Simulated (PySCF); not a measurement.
# Computed properties of ClH2InO, SMILES [OH][InH][Cl]

In(H)(Cl)(OH) (ClH2InO), SMILES [Cl][InH][OH]. Geometry optimised at B3LYP-D3(BJ)/def2-TZVP. The def2 effective core potentials stand for the cores of In; spin–orbit coupling is left out. The values are those of a single conformer. All values are computed for the isolated molecule unless a solvent is named; none is compared with measurement here.

**Structure.** The optimised structure has Cs symmetry. All 9 harmonic modes at B3LYP-D3(BJ)/def2-TZVP (PySCF) are real, so it is a minimum. With heavy atoms numbered as in [InH:1]([Cl:3])[OH:4], the shortest bond between them is In1–O4 at 1.987 Å and the longest In1–Cl3 at 2.337 Å.

**Vibrations.** The strongest infrared lines (harmonic, unscaled, degenerate partners summed) lie at 1858 cm⁻¹ (112 km/mol, H 99 %), 349 cm⁻¹ (93 km/mol, Cl 68 %, In 24 %, H 8 %), 434 cm⁻¹ (89 km/mol, H 87 %, Cl 9 %). The softest mode is at 125 cm⁻¹ and the zero-point energy is 12.4 kcal/mol.

**Electronic structure.** B3LYP/def2-TZVPD (PySCF) places the frontier levels at -8.36 and -1.95 eV, a gap of 6.41 eV, and gives a dipole moment of 3.70 D and a mean polarisability of 56.6 bohr³.

**Excitations.** TDA-PBE0/def2-SVPD (PySCF) has S1 at 5.68 eV (218 nm, f = 0.005, weak); the most intense of the 10 singlets computed lies at 7.12 eV (f = 0.18). T1 (TDA) is at 5.09 eV, 0.59 eV under S1. No vertical singlet excitation falls in the visible range (under 3.1 eV).
